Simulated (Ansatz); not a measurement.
`C=CCC1BC1` + H–F → `C=CF` + `CC1BC1`  (substitution at a C–C bond)

Calculated with Ansatz (gas phase, PBE0-D4/def2-TZVP geometries, no zero-point term in ΔE). CBS: MP2 limit from def2 TZ/QZ plus the TZ coupled-cluster correction, frozen cores. This one scheme is used for every species. Functionals use def2-TZVPP. Each species was taken in one conformer, which may not be the lowest.

CCSD(T)/CBS gives +0.48 eV.

Question: Another level gave +0.28 eV. Which?
A. PBE/def2-TZVPP
B. PBE0/def2-TZVPP
C. PBE0-D4/def2-TZVPP
D. MP2/def2-TZVPP

Answer: B. PBE0 0.28, PBE0-D4 0.35, PBE 0.20, MP2/def2-TZVPP 0.56 eV.

Largest T1 diagnostic among the species: 0.012.

In def2-TZVPP, CCSD(T) changes the Hartree–Fock value by +0.25 eV (the triples alone add +0.03 eV) and MP2 by +0.37 eV. The D4 term adds +0.13 eV with B3LYP and +0.08 eV with PBE0; it sums over pairs of atoms, weighted by their polarisabilities, and B3LYP, whose exchange is more repulsive, gets the larger term.

B3LYP here is the variant with VWN-RPA as its local correlation; programs differ in this.
